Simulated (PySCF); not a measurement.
GeH2Br2, SMILES [Br][GeH2][Br].

The structure is a stationary point at PBE-D3(BJ)/def2-SVP.

Level of theory: PySCF 2.14.0 with PBE-D3(BJ)/def2-SVP.

Frequencies are harmonic and unscaled.

Computed harmonic wavenumbers and intensities:
```tsv
mode	ν (cm⁻¹)	IR (km/mol)	moving atoms (share of kinetic energy)
1	94	0.8	Br 77 %, Ge 23 %
2	285	12.6	Br 55 %, Ge 44 %
3	315	52.6	Ge 58 %, Br 41 %
4	463	9.0	H 91 %
5	609	0.0	H 99 %
6	729	150.4	H 98 %
7	815	85.3	H 99 %
8	2092	51.2	H 99 %
9	2115	77.2	H 98 %
```
